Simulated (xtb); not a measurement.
disilicic acid (H$_{6}$O$_{7}$Si$_{2}$), singlet, geometry from GFN2-xTB; GFN2-xTB (xtb).

The xtb input:
```
$ xtb mol.xyz --gfn 2 --json

# file mol.xyz
15

O      2.79480622     0.38354433     0.45298601
Si     1.39657057    -0.42578146     0.36005253
O      1.40826964    -1.47604778    -0.86558218
O      1.17840500    -1.21446863     1.75406439
O      0.20610636     0.67775399     0.12016386
Si    -1.33571732     0.52713486    -0.32668733
O     -1.77408327     1.90023071    -1.07930675
O     -1.43148514    -0.79897765    -1.27015769
O     -2.37053550     0.29451132     0.89627042
H      3.12550669     0.82125491    -0.32565780
H      0.54854301    -1.73427827    -1.19805730
H      1.34739105    -0.75841879     2.57348028
H     -1.17309060     2.29927317    -1.70145853
H     -2.29689945    -1.17392058    -1.41271921
H     -2.49526227     0.99477171     1.52979510
```

Write the output that xtb gives for this input, abridged.


```
   ID    Z sym.   atoms
    1    8 O      1, 3-5, 7-9
    2   14 Si     2, 6
    3    1 H      10-15

           -------------------------------------------------
          |                Calculation Setup                |
           -------------------------------------------------

molecular fragmentation (1/2 indicates fragments):
111111112111112
# atoms in fragment 1/2:    13     2
 fragment masses (1/2) :      157.21       17.01
CMA distance (Bohr)    :   5.405
constraining FC (au)   :  0.0500

           -------------------------------------------------
          |                 G F N 2 - x T B                 |
           -------------------------------------------------

          ...................................................
          :                      SETUP                      :
          :.................................................:
          :  # basis functions                  54          :
          :  # atomic orbitals                  52          :
          :  # shells                           26          :
          :  # electrons                        56          :
          :  max. iterations                   250          :
          :  Hamiltonian                  GFN2-xTB          :
          :  restarted?                      false          :
          :  GBSA solvation                  false          :
          :  PC potential                    false          :
          :  electronic temp.          300.0000000     K    :
          :  accuracy                    1.0000000          :
          :  -> integral cutoff          0.2500000E+02      :
          :  -> integral neglect         0.1000000E-07      :
          :  -> SCF convergence          0.1000000E-05 Eh   :
          :  -> wf. convergence          0.1000000E-03 e    :
          :  Broyden damping             0.4000000          :
          :  net charge                          0          :
          :  unpaired electrons                  0          :
          ...................................................

 iter      E             dE          RMSdq      gap      omega  full diag
   1    -35.5309654 -0.355310E+02  0.756E+00   11.08       0.0  T
   2    -35.5927215 -0.617561E-01  0.429E+00   10.03       1.0  T
   3    -35.5989806 -0.625905E-02  0.976E-01    9.81       1.0  T
   4    -35.6006361 -0.165551E-02  0.581E-01    9.66       1.0  T
   5    -35.6009652 -0.329171E-03  0.183E-01    9.87       1.0  T
   6    -35.6012189 -0.253680E-03  0.149E-01    9.73       1.0  T
   7    -35.6012706 -0.516385E-04  0.100E-01    9.82       1.0  T
   8    -35.6014115 -0.140930E-03  0.651E-03    9.77       4.0  T
   9    -35.6014115  0.962423E-08  0.286E-03    9.77       9.0  T
  10    -35.6014115 -0.888497E-08  0.841E-04    9.77      30.7  T
  11    -35.6014115 -0.108253E-07  0.471E-04    9.77      54.8  T

   *** convergence criteria satisfied after 11 iterations ***

         :::::::::::::::::::::::::::::::::::::::::::::::::::::
         ::                     SUMMARY                     ::
         :::::::::::::::::::::::::::::::::::::::::::::::::::::
         :: total energy             -35.383858356110 Eh    ::
         :: gradient norm              0.000088299951 Eh/a0 ::
         :: HOMO-LUMO gap              9.774377765623 eV    ::
         ::.................................................::
         :: SCC energy               -35.601354193951 Eh    ::
         :: -> isotropic ES            0.208277482141 Eh    ::
         :: -> anisotropic ES         -0.015699491326 Eh    ::
         :: -> anisotropic XC         -0.004168070582 Eh    ::
         :: -> dispersion             -0.011348546490 Eh    ::
         :: repulsion energy           0.217495837840 Eh    ::
         :: add. restraining           0.000000000000 Eh    ::
         :: total charge              -0.000000000000 e     ::
         :::::::::::::::::::::::::::::::::::::::::::::::::::::

           -------------------------------------------------
[...]
        35                          0.0326335               0.8880
        36                          0.0964667               2.6250
        37                          0.1120283               3.0484
        38                          0.1245492               3.3892
        39                          0.1483171               4.0359
       ...                                ...                  ...
        52                          0.9764307              26.5700
      -------------------------------------------------------------
                  HL-Gap            0.3592018 Eh            9.7744 eV
             Fermi-level           -0.2652964 Eh           -7.2191 eV

     #   Z          covCN         q      C6AA      α(0)
     1   8 O        1.576    -0.478    22.480     6.398
     2  14 Si       3.319     0.715   110.847    21.232
     3   8 O        1.576    -0.470    22.313     6.374
     4   8 O        1.576    -0.465    22.203     6.358
     5   8 O        1.539    -0.476    22.469     6.395
     6  14 Si       3.314     0.716   111.540    21.333
     7   8 O        1.576    -0.490    22.720     6.432
     8   8 O        1.576    -0.502    22.993     6.470
     9   8 O        1.576    -0.477    22.460     6.395
    10   1 H        0.812     0.318     0.667     1.282
    11   1 H        0.816     0.331     0.633     1.249
    12   1 H        0.812     0.322     0.656     1.272
    13   1 H        0.811     0.318     0.669     1.284
    14   1 H        0.812     0.320     0.663     1.278
    15   1 H        0.812     0.319     0.665     1.280

 Mol. C6AA /au·bohr⁶  :       3381.129339
 Mol. C8AA /au·bohr⁸  :     114282.108000
 Mol. α(0) /au        :         95.032598

Wiberg/Mayer (AO) data.
largest (>0.10) Wiberg bond orders for each atom

 ---------------------------------------------------------------------------
     #   Z sym  total        # sym  WBO       # sym  WBO       # sym  WBO
 ---------------------------------------------------------------------------
     1   8 O    2.154 --     2 Si   1.133    10 H    0.885
     2  14 Si   4.409 --     3 O    1.167     4 O    1.155     1 O    1.133
                             5 O    0.945
     3   8 O    2.174 --     2 Si   1.167    11 H    0.868
     4   8 O    2.173 --     2 Si   1.155    12 H    0.881
     5   8 O    2.267 --     6 Si   1.063     2 Si   0.945
     6  14 Si   4.407 --     9 O    1.135     7 O    1.109     8 O    1.095
                             5 O    1.063
     7   8 O    2.140 --     6 Si   1.109    13 H    0.885
     8   8 O    2.127 --     6 Si   1.095    14 H    0.884
     9   8 O    2.160 --     6 Si   1.135    15 H    0.884
    10   1 H    0.899 --     1 O    0.885
    11   1 H    0.891 --     3 O    0.868
    12   1 H    0.896 --     4 O    0.881
    13   1 H    0.899 --     7 O    0.885
    14   1 H    0.898 --     8 O    0.884
    15   1 H    0.898 --     9 O    0.884
 ---------------------------------------------------------------------------

Topologies differ in total number of bonds
Writing topology from bond orders to xtbtopo.mol

molecular dipole:
                 x           y           z       tot (Debye)
 q only:       -0.332       0.513      -0.179
   full:       -0.516       0.815      -0.266       2.545
molecular quadrupole (traceless):
                xx          xy          yy          xz          yz          zz
 q only:       -2.700       4.987      -2.494      -0.750       0.803       5.194
  q+dip:       -5.534       7.802      -2.165      -1.688       1.324       7.699
   full:       -4.151       7.538      -3.171      -1.169       1.412       7.322

           -------------------------------------------------
          | TOTAL ENERGY              -35.383858356110 Eh   |
          | GRADIENT NORM               0.000088299951 Eh/α |
          | HOMO-LUMO GAP               9.774377765623 eV   |
           -------------------------------------------------

normal termination of xtb
```
